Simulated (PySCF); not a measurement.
Compound: 1,1,2-trifluorobuta-1,3-diene, C4H3F3.
Atom-mapped SMILES: `[CH2:1]=[CH:2][C:3]([F:4])=[C:5]([F:6])[F:7]` (hydrogens: H8, H9 on C1; H10 on C2)

Method: PBE0-D3(BJ)/def2-SVP geometry optimisation, gas phase (PySCF).

**Question.** What internal coordinates does the optimisation give?

**Answer.** 
```csv
bond,length (Å)
C1=C2,1.339
C2–C3,1.446
C3–F4,1.334
C3=C5,1.342
C5–F6,1.305
C5–F7,1.310
C1–H8,1.091
C1–H9,1.092
C2–H10,1.093
```

A selection of angles:
```csv
angle,degrees
C2–C1–H8,120.8
C2–C1–H9,121.3
H8–C1–H9,118.0
C1–C2–C3,123.4
C1–C2–H10,121.0
C3–C2–H10,115.7
C2–C3–F4,117.7
C2–C3–C5,124.7
F4–C3–C5,117.6
C3–C5–F6,124.5
C3–C5–F7,123.2
F6–C5–F7,112.4
```

Dihedral angles: C1–C2–C3–F4 0° (synperiplanar); C2–C3–C5–F6 180° (antiperiplanar).

Of the pairs four or more bonds apart, F4···H9 is among the closest relative to their van der Waals radii: 2.51 Å, 94 % of the sum of Bondi's values. The 3 C–F bonds span 1.305 Å (C5–F6, drawn single) to 1.334 Å (C3–F4, drawn single), a spread of 0.029 Å. The C–C distances run from 1.339 Å (C1=C2, drawn double) to 1.446 Å (C2–C3, drawn single), a spread of 0.107 Å. The 7 heavy atoms lie in one plane (0.001 Å rms).

Point group: Cs (every atom within 0.08 Å of its image). PBE0-D3(BJ)/def2-SVP frequencies: not computed here. The numbers are those of one conformer.
